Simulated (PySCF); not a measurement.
B(H)(NCO)2 (C2HBN2O2), SMILES O=C=NBN=C=O.

The structure is a stationary point at TPSSh-D3(BJ)/def2-SVP. The structure was generated by enumeration, and PubChem lists no compound with its InChIKey, so it may never have been made. One conformer was computed; it need not be the lowest.

Method: PBE/def2-TZVP in PySCF.

The molecule is in vacuum.

```
Quantity                                                                                                        Result
---------------------------------------------------------------------------------------------  -----------------------
total energy                                                                                        -361.45027 hartree
point group                                                                                                        C2v
highest occupied level                                                                                        -7.44 eV
lowest empty level                                                                                            -2.95 eV
orbital gap                                                                                                    4.49 eV
dipole moment                                                                                                   0.83 D
quadrupole, principal values (traceless, Buckingham form, about the centre of nuclear charge)   -12.85, 5.33, 7.53 D·Å
mean static polarisability                                                                        61.8 bohr³ (9.15 Å³)
polarisability, principal values                                                               30.5, 39.5, 115.3 bohr³
```
